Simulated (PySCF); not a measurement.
# Partial charges of methyltrichlorosilane

Compound: methyltrichlorosilane, CH3Cl3Si.
Cartesian coordinates in Å at the PBE0-D3(BJ)/def2-TZVP level; atoms count from 1:
```
atom  x, y, z in Å
C1     0.978    0.136    0.363
Si2   -0.727   -0.109   -0.286
Cl3   -1.981   -0.720    1.200
Cl4   -0.741   -1.521   -1.758
Cl5   -1.454    1.631   -1.060
H6     1.633    0.491   -0.435
H7     0.967    0.873    1.168
H8     1.369   -0.807    0.751
```

Density: PBE0/pcSseg-2 (PySCF); schemes: Mulliken, IAO, Hirshfeld and ESP-fitted. Geometry: PBE0-D3(BJ)/def2-TZVP; no solvent, vibrations or thermal averaging.

**Question.** Atoms with like bonding are taken together and averaged. Do the Mulliken, IAO, Hirshfeld and ESP-fitted schemes agree on where the charge is lowest?

**Answer.** All schemes agree: Mulliken C1 (-0.272); IAO C1 (-0.771); Hirshfeld C1 (-0.224); ESP-fitted C1 (-0.522).

**Question.** For which atoms does the sign change between the 4 schemes (beyond +0.03 e in one, beyond −0.03 e in another)?

**Answer.** For none.

**Question.** What partial charge does each atom carry?

**Answer.** In e; atoms taken as equivalent share a row and are averaged (×n: the atom named and its like, n in all):

```
       atom             environment  Mulliken     IAO  Hirshfeld  ESP-fitted
         C1        Si-methyl carbon    -0.272  -0.771     -0.224      -0.522
        Si2  chlorine-bound silicon    +0.799  +1.114     +0.370      +0.323
Cl3/Cl4/Cl5  silicon-bound chlorine    -0.246  -0.297     -0.107      -0.111
   H6/H7/H8         methyl hydrogen    +0.071  +0.182     +0.058      +0.177
```

Mean size of the charges over all atoms: IAO 0.415 e, Mulliken 0.253 e, ESP-fitted 0.213 e, Hirshfeld 0.136 e. Each set sums to the total charge, 0, to within 0.001 e. The Mulliken scheme counts on each atom the diagonal of the density matrix times the overlap matrix over that atom's basis functions. The Hirshfeld scheme weights the molecular density at each point by an atom's share of the summed free-atom densities.

**Question.** Sum the charges by element, for elements with more than one atom.

**Answer.** 
| element | atoms | Mulliken | IAO | Hirshfeld | ESP-fitted |
| --- | --- | --- | --- | --- | --- |
| Cl | 3 | -0.739 | -0.890 | -0.321 | -0.332 |
| H | 3 | +0.213 | +0.547 | +0.174 | +0.531 |

**Question.** How many electrons does the IAO scheme count on Cl5?

**Answer.** Its own charge is -0.297 e, so Z − q = 17.297.
